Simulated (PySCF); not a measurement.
Spinor energies of Tm⁶⁸⁺ (thulium, charge +68)

Start: 1s1; 1s1/2 filled at m_j = +1/2. Calculated with PySCF 2.14 in an even-tempered Gaussian basis (15 s from 220 bohr⁻², ratio 2.4; 11 p from 280 bohr⁻², ratio 2.4; 3 d from 860 bohr⁻², ratio 2.6; 3 f from 1300 bohr⁻², ratio 2.6): generalised Hartree-Fock with the X2C-1e Hamiltonian and a Gaussian nucleus; one run each with spin-orbit coupling (SO) switched off, then screened by Boettger's factors.

| spinor shell | electrons | ε, spin-free (eV) | ε, screened SO (eV) | weight of nominal j (screened SO) | rms radius, screened SO (bohr) |
| --- | --- | --- | --- | --- | --- |
| 1s1/2 | 1 | -69486.5 | -69486.5 | 1.000 | 0.0224 |

```
   quantity    spin-free  screened SO
E (hartree)  -2553.58101  -2553.58101
        M_J          1/2          1/2
       ⟨J²⟩        0.750        0.750
       ⟨L²⟩        0.000        0.000
       ⟨S²⟩        0.750        0.750
```

Breit and QED terms are absent; they matter most for the inner s and p1/2 levels.

Densities and radii are taken from the X2C orbitals without a picture-change correction, which distorts them close to the nucleus.

Without spin-orbit coupling the j labels of p, d and f shells carry no meaning; the spin-free column gives the mean over the occupied spinors of each nl shell.
